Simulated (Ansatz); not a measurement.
Consider the atomization: `CB(Cl)[SiH2]O` → B• + C• + Cl• + 6 H• + O• + Si•.

Computed with Ansatz on PBE0-D4/def2-TZVP structures; ΔE is electronic, products minus reactants. CBS: MP2 limit from def2 TZ/QZ plus the TZ coupled-cluster correction, frozen cores. This one scheme is used for every species, atoms too. Functionals use def2-TZVPP. No spin–orbit coupling; open shells (•) take unrestricted orbitals. Spin–orbit coupling would lower the free atoms: a little for B, C, Cl, O, Si. Each species was taken in one conformer, which may not be the lowest.

```
         level  ΔE (kJ/mol)
        PBE-D4       4025.9
CCSD/CBS(def2)       3922.3
```

(1) What does CCSD(T)/CBS give? (An estimate is asked.)

Largest T1 diagnostic among the species: 0.014.

Answers

(1) The calculation gave: +3974.3 kJ/mol. The listed levels differ from it by 51.6, -52.0 kJ/mol.

The D4 term adds +37.8 kJ/mol with B3LYP and +20.0 kJ/mol with PBE0; it sums over pairs of atoms, weighted by their polarisabilities, and B3LYP, whose exchange is more repulsive, gets the larger term. In def2-TZVPP, CCSD(T) changes the Hartree–Fock value by +879.0 kJ/mol (the triples alone add +52.0 kJ/mol) and MP2 by +944.9 kJ/mol; breaking electron pairs costs correlation energy, which Hartree–Fock lacks. From PBE to PBE0 (25 % exact exchange), in def2-TZVPP and without D4, ΔE moves by −47.3 kJ/mol: exact exchange takes away binding that semilocal exchange gives to molecules.

B3LYP here is the variant with VWN-RPA as its local correlation; programs differ in this.

For atomizations the MP2-based limit and the directly extrapolated one differ by several kJ/mol either way, and by 10 to 25 for some Ge, Se and Sn compounds, so smaller differences from it don't rank the levels.
